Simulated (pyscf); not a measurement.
## H₃C–BH–Cl, singlet

Gas-phase minimum from PySCF at ωB97X-D3(BJ)/def2-SVP, one conformer. 

```
C
H 1 1.0990
H 1 1.1048 2 109.34
H 1 1.1049 2 109.29 3 114.82
B 1 1.5614 2 114.55 4 122.49
H 5 1.2074 1 122.48 2 179.71
Cl 5 1.7572 6 116.02 1 -179.95
```

Properties at ωB97X-D3(BJ)/def2-SVP:

```json
{
  "harmonic_wavenumbers_unscaled": "39, 325, 633, 696, 903, 931, 1038, 1178, 1334, 1437, 1441, 2653, 3056, 3134, 3186 cm⁻¹",
  "zero_point_energy": "31.4 kcal/mol",
  "rotational_symmetry_number": "1",
  "Entropy of this conformer at 298 K and 1 atm, rigid rotor and harmonic oscillator, modes under 100 cm⁻¹ raised to 100": "282.4 J/(mol K)",
  "dipole_moment": "1.29 D"
}
```

Single-point totals, which compare only within one level (frozen core for MP2 and CC):

| level | total energy (hartree) |
|---|---|
| ωB97X-D3(BJ)/def2-TZVP | -525.69002 |
| PBE/def2-TZVP | -525.34201 |
| r²SCAN/def2-TZVP | -525.56028 |
| B3LYP-D3(BJ)/def2-TZVP | -525.66838 |
| PBE0-D3(BJ)/def2-TZVP | -525.39948 |
| M06-2X/def2-TZVP | -525.58670 |
| ωB97M-D3(BJ)/def2-TZVP | -525.70602 |
| HF/def2-TZVPP | -524.45881 |
| MP2/def2-TZVPP | -524.92794 |
| CCSD/def2-TZVPP | -524.96821 |
| CCSD(T)/def2-TZVPP | -524.98827 |

The lowest mode is so soft that the shape along it may change with the basis. Soft torsions are taken as harmonic, which can shift the entropy by several J/(mol K). The CCSD(T) − MP2 part came from Ansatz, without density fitting, on the same reference.
